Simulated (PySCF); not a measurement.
# Heteronuclear NMR

Structure with atom numbers: `[CH2:1]=[C:2]([CH3:3])/[CH:4]=[N:5]/[SiH2:6][C:7](=[CH2:8])[CH3:9]`. Each H is labelled by its parent atom. Ha(C1) is cis to C3; Ha(C8) is cis to Si6; Hb(C1) is trans to C3; Hb(C8) is trans to Si6.

PySCF calculation with PBE0/pcSseg-1 with gauge-including orbitals and structure optimised with PBE0-D3(BJ)/def2-SVP; averaged over atoms made equivalent by symmetry, fast rotation or ring inversion, no solvent model, single conformer, relativity neglected.

Task: What are the ²⁹Si shifts?

Result: 
```tsv
atoms	environment	σ (ppm)	δ (ppm)
Si6	silicon bonded to C, N, 2 H	380.6	-37.4
```

Shieldings were converted by a linear fit to measured shifts: ²⁹Si: δ = 279.39 − 0.832σ (rms 9.7 ppm, 87 shifts, 23.4 ppm with the 5 outliers that the fit left out vs TMS, solution or neat liquid). Occasional misses reach two or three times the rms, and more in compound classes unlike the fitted ones.

On a 600 MHz spectrometer ²⁹Si resonates near 119.2 MHz, so 1 ppm is 119.2 Hz.

Task: What are the ¹⁵N shifts?

Result: 
```json
{"atoms": "N5", "environment": "imine nitrogen", "σ (ppm)": "-114.1", "δ (ppm)": "-46.0"}
```

Shieldings were converted by a linear fit to measured shifts: ¹⁵N: δ = -150.45 − 0.916σ (rms 7.2 ppm, 79 shifts vs CH3NO2, solution or neat liquid). A few per cent of atoms miss by over 2 rms, more outside the fitted compound classes.

On a 600 MHz spectrometer ¹⁵N resonates near 60.8 MHz, so 1 ppm is 60.8 Hz.
